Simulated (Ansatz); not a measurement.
Molecule: CH2F3Si, net charge -1, singlet state. It need not be the lowest isomer of its formula. Whether it binds its extra electron was not tested at this geometry. 
Coordinates optimised at B3LYP-D3(BJ)/def2-TZVP (Ansatz, a program for electronic structure):
```xyz
7

Si    -0.1150    -0.0034     0.0186
F      0.5070     1.4090    -0.5010
F      0.5002    -1.1152    -0.9998
F      0.9202    -0.2534     1.2695
C     -1.8341    -0.0282     0.1680
H     -2.3639     0.8232     0.5834
H     -2.3688    -0.9709     0.2289
```
Charge -1, spin multiplicity 1.

Basis-set convergence of Hartree-Fock and MP2 correlation energies (hartree) with Ansatz. Valence correlation only, unless marked. No spin-orbit coupling. Non-relativistic.

```tsv
basis	functions	E(HF)	E(corr, MP2)
aug-cc-pV(D+d)Z	142	-626.52672	-0.87321
aug-cc-pV(T+d)Z	285	-626.64089	-1.08481
aug-cc-pV(Q+d)Z	501	-626.66985	-1.16436
```

Extrapolating the two largest sets (X = 3 and 4) as X^-3: E(corr) = (64·(-1.16436) - 27·(-1.08481))/37 = -1.2224 Eh, an estimate of the basis-set limit. The largest set recovers 95.3 % of it, the smallest 71.4 %.
